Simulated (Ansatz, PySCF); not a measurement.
C2H9FOSi2, SMILES C[SiH2]CO[SiH2]F. Atoms are numbered in the order given.

```xyz
15

C      2.9359    -0.3303     0.4173
Si     1.9496     0.1586    -1.0989
C      0.1919     0.6472    -0.5650
O     -0.3586    -0.4562     0.1686
Si    -1.9051    -0.4783     0.7446
F     -2.0822     0.6460     1.9039
H      3.0684     0.5269     1.0966
H      3.9335    -0.7138     0.1526
H      2.3958    -1.1183     0.9654
H      2.5621     1.3283    -1.8062
H      1.8513    -0.9819    -2.0603
H      0.2205     1.5553     0.0690
H     -0.4394     0.8916    -1.4428
H     -2.8759    -0.1277    -0.3278
H     -2.1165    -1.8165     1.3395
```
Charge 0, spin multiplicity 1.

The structure is a stationary point at r2SCAN-D4/def2-SVP. This is a generated structure with no PubChem entry under its InChIKey; it may be hypothetical. Other conformers were not sampled.

Two levels are set side by side: PBE-D3(BJ)/def2-SVP (Ansatz, a program for electronic structure) and r2SCAN-D4/def2-SVP (Ansatz). Each level has its own optimised geometry; the coordinates shown are those of the second. Frequencies come from the Hessian of PySCF at each geometry. Differences are taken from unrounded values.

```tsv
quantity	r2SCAN-D4
mean bond length (Å)	1.426
bond C1–Si2 (Å)	1.874
bond Si2–C3 (Å)	1.901
bond C3–O4 (Å)	1.435
bond O4–Si5 (Å)	1.650
bond Si5–F6 (Å)	1.625
bond C1–H7 (Å)	1.102
bond C1–H8 (Å)	1.101
bond C1–H9 (Å)	1.101
bond Si2–H10 (Å)	1.498
bond Si2–H11 (Å)	1.495
bond C3–H12 (Å)	1.108
bond C3–H13 (Å)	1.108
bond Si5–H14 (Å)	1.488
bond Si5–H15 (Å)	1.480
highest harmonic wavenumber (cm⁻¹)	3152
mean harmonic wavenumber (cm⁻¹)	1193
zero-point energy (kcal/mol)	66.53
```

Q: What does PBE-D3(BJ) give, and how far is it from r2SCAN-D4? (An estimate is asked for; the answer gives what the named calculation found.)

A: 
| quantity | PBE-D3(BJ) | PBE-D3(BJ) minus r2SCAN-D4 |
|---|---|---|
| mean bond length (Å) | 1.436 | 0.010 |
| bond C1–Si2 (Å) | 1.885 | 0.011 |
| bond Si2–C3 (Å) | 1.912 | 0.011 |
| bond C3–O4 (Å) | 1.436 | 0.001 |
| bond O4–Si5 (Å) | 1.665 | 0.015 |
| bond Si5–F6 (Å) | 1.638 | 0.013 |
| bond C1–H7 (Å) | 1.109 | 0.007 |
| bond C1–H8 (Å) | 1.108 | 0.007 |
| bond C1–H9 (Å) | 1.109 | 0.007 |
| bond Si2–H10 (Å) | 1.509 | 0.011 |
| bond Si2–H11 (Å) | 1.506 | 0.011 |
| bond C3–H12 (Å) | 1.115 | 0.007 |
| bond C3–H13 (Å) | 1.116 | 0.008 |
| bond Si5–H14 (Å) | 1.501 | 0.013 |
| bond Si5–H15 (Å) | 1.492 | 0.012 |
| highest harmonic wavenumber (cm⁻¹) | 3087 | -65 |
| mean harmonic wavenumber (cm⁻¹) | 1162 | -32 |
| zero-point energy (kcal/mol) | 64.76 | -1.77 |
